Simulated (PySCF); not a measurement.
Level of theory: PBE-D3(BJ)/def2-TZVP // B3LYP-D3(BJ)/def2-TZVP run with PySCF. Gas-phase values, no solvent. One relaxed conformer stands for a flexible species; it need not be the lowest. Excitations are Tamm–Dancoff values on a coarser integration grid. The basis has no diffuse functions, so Rydberg states are missing or too high.

Reference species (SMILES): `BCBO` (neutral, multiplicity 1).

The HOMO comes out as -7.32 eV. The S1–T1 gap (TDA) is 0.68 eV.

Changed species: `BC(B)O`.

### Question
Give the shifts of the HOMO and S1–T1 gap (TDA).

### Answer
the HOMO increases by 0.81 eV, to -6.51 eV; the S1–T1 gap (TDA) decreases by 0.18 eV, to 0.50 eV.
